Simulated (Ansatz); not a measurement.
selenium hexafluoride (F₆Se), singlet, at a GFN2-xTB geometry; BLYP/STO-3G (Ansatz, a quantum-chemistry and plane-wave program).

Ansatz was given this input:
Ansatz 0.2 input:
```yaml
crystal:
  periodic: [false, false, false]
  atoms:
    - {symbol: F, position_ang: [0.97227429, -1.31989934, -0.49748921]}
    - {symbol: Se, position_ang: [-0.00000000, 0.00000000, 0.00000000]}
    - {symbol: F, position_ang: [1.22973411, 1.08914258, -0.48628133]}
    - {symbol: F, position_ang: [-1.22973411, -1.08914258, 0.48628133]}
    - {symbol: F, position_ang: [-0.69092966, 0.08112488, -1.56556125]}
    - {symbol: F, position_ang: [0.69092966, -0.08112488, 1.56556125]}
    - {symbol: F, position_ang: [-0.97227429, 1.31989934, 0.49748921]}
basis:
  gaussian:
    orbitals: STO-3G
hamiltonian:
  xc: blyp
```

Q: What does Ansatz print? Leave out banner, timings and long lists.

A: 
```
Functional definition: BLYP
644 factors; integrals over basis functions are off by at most 1.9e-5 eV
mean field evaluation 1: about -80663.9489 eV, gradient 4.0e1 eV
mean field evaluation 2: about -80665.7610 eV, gradient 3.3e1 eV
mean field evaluation 4: about -80670.1419 eV, gradient 1.7e-1 eV
mean field evaluation 8: about -80670.1202 eV, gradient 2.2e-3 eV
mean field -80670.12016205 eV, -2964.5722357840 hartree, gradient 7.3e-6 eV, S^2 0.000000; 0 other end points of the search recorded, 0 dependent functions left out
reference -80670.12030533 eV, -2964.5722410494 hartree; 44, 44 occupied and 4, 4 virtual orbitals, 644 factors
Total energy: -80670.12030533 eV, -2964.5722410494 hartree
```
